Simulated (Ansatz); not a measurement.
SnH2Me(SiH3) (CH₈SiSn). Charge 0, multiplicity 1. Geometry r2SCAN-D4/def2-SVP; atoms count from 1.

```xyz
11

Sn    0.399    0.814   -0.210
H     0.237    2.273    0.685
H     1.646    1.050   -1.371
C    -1.455    0.425   -1.252
H    -1.696    1.276   -1.906
H    -2.275    0.286   -0.533
H    -1.361   -0.480   -1.869
Si    1.030   -1.114    1.371
H    -0.002   -1.277    2.441
H     2.348   -0.850    2.025
H     1.129   -2.403    0.618
```

In the def2 sets Sn takes a core potential; there is no spin–orbit coupling.

(1) Estimate the Mulliken populations from the PBE0/def2-TZVP orbitals of Ansatz.

(2) And the Mayer bond orders between heavy atoms (over 0.3)?

Answers

(1) 
| atom | charge (e) |
| --- | --- |
| Sn1 | 0.43 |
| H2 | -0.06 |
| H3 | -0.06 |
| C4 | -0.64 |
| H5 | 0.15 |
| H6 | 0.15 |
| H7 | 0.15 |
| Si8 | -0.09 |
| H9 | -0.01 |
| H10 | -0.01 |
| H11 | -0.01 |
Mulliken values depend strongly on the basis.

(2) Sn1–C4 0.91 (2.16 Å); Sn1–Si8 0.92 (2.57 Å).
